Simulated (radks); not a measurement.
Values are calculated unless marked as measured or tabulated.
Spherical quantum dot in the effective-mass picture: electrons in a hard-walled sphere of radius 3.79, all in effective atomic units (hartree* = m*/eps^2 hartree, bohr* = eps/m* bohr), one dielectric constant everywhere. Level of theory: non-relativistic Kohn-Sham, exchange-only LDA, spin-polarised, spherical densities (a radial shooting solver with Libxc functionals). Levels are named by radial order and angular momentum (1s, 1p, 1d, 2s, ...), and open shells are averaged over m. Results are scaled to m* = 0.029 and eps = 5.2, for which hartree* = 29.18 meV and bohr* = 9.489 nm. Each electron was tried in the lowest free levels, single moves between levels near the top were tried too, and the lowest total energy was kept; such a search can miss a lower state. At N = 1 the Hartree and exchange-correlation terms need not cancel, so that row can carry a self-interaction error.

\begin{tabular}{lrrrrr}
N & open shells & 2S & E (meV) & mu = E(N) - E(N-1) (meV) & addition energy mu(N+1) - mu(N) (meV) \\ \hline
1 & 1s(up 1, down 0) & 1 & 10.9441 & 10.944 & 13.21 \\
2 & none & 0 & 35.0996 & 24.156 & 18.13 \\
3 & 1p(up 1, down 0) & 1 & 77.3818 & 42.282 & 9.468 \\
4 & 1p(up 2, down 0) & 2 & 129.132 & 51.751 & 9.732 \\
5 & 1p(up 3, down 0) & 3 & 190.615 & 61.482 & 13.34 \\
6 & 1p(up 3, down 1) & 2 & 265.434 & 74.820 & 9.079 \\
7 & 1p(up 3, down 2) & 1 & 349.333 & 83.899 & 9.378 \\
8 & none & 0 & 442.609 & 93.276 & 20.07 \\
9 & 1d(up 1, down 0) & 1 & 555.954 & 113.35 & 9.202 \\
10 & 1d(up 2, down 0) & 2 & 678.501 & 122.55 & 9.262 \\
11 & 1d(up 3, down 0) & 3 & 810.310 & 131.81 & 9.295 \\
12 & 1d(up 4, down 0) & 4 & 951.414 & 141.10 & 9.313 \\
13 & 1d(up 5, down 0) & 5 & 1101.83 & 150.42 & 12.52 \\
14 & 1d(up 5, down 1) & 4 & 1264.77 & 162.94 & 9.008 \\
15 & 1d(up 5, down 2) & 3 & 1436.71 & 171.95 & 9.076 \\
16 & 1d(up 5, down 3) & 2 & 1617.73 & 181.02 & 9.118 \\
17 & 1d(up 5, down 4) & 1 & 1807.87 & 190.14 & 9.144 \\
18 & none & 0 & 2007.15 & 199.28 & 21.91 \\
19 & 1f(up 1, down 0) & 1 & 2228.35 & 221.20 & 9.001 \\
20 & 1f(up 2, down 0) & 2 & 2458.55 & 230.20 & 9.017 \\
21 & 1f(up 3, down 0) & 3 & 2697.76 & 239.21 & 9.029 \\
22 & 1f(up 4, down 0) & 4 & 2946.00 & 248.24 & 9.036 \\
23 & 1f(up 5, down 0) & 5 & 3203.28 & 257.28 & 9.041 \\
24 & 1f(up 6, down 0) & 6 & 3469.60 & 266.32 & 9.044 \\
25 & 1f(up 7, down 0) & 7 & 3744.97 & 275.36 & 12.00 \\
26 & 1f(up 7, down 1) & 6 & 4032.33 & 287.36 & 8.885 \\
27 & 1f(up 7, down 2) & 5 & 4328.57 & 296.25 & 8.904 \\
28 & 1f(up 7, down 3) & 4 & 4633.72 & 305.15 & 8.919 \\
29 & 1f(up 7, down 4) & 3 & 4947.79 & 314.07 & 8.930 \\
30 & 1f(up 7, down 5) & 2 & 5270.79 & 323.00 & 8.938 \\
31 & 1f(up 7, down 6) & 1 & 5602.73 & 331.94 & 8.943 \\
32 & none & 0 & 5943.61 & 340.88 & 22.32 \\
33 & 2s(up 1, down 0) & 1 & 6306.81 & 363.20 & 10.96 \\
34 & 2s(up 1, down 0) 1g(up 1, down 0) & 2 & 6680.97 & 374.16 & - \\
\end{tabular}

All shells are closed at N = 2, 8, 18, 32 (there: 1s2 1p6 1d10 1f14); the second difference of the energy has clear peaks (12 % above both neighbours; the first and last values, which can be the largest, are not judged, and half-filled shells can peak too) at N = 2, 5, 8, 13, 18, 25, 32.
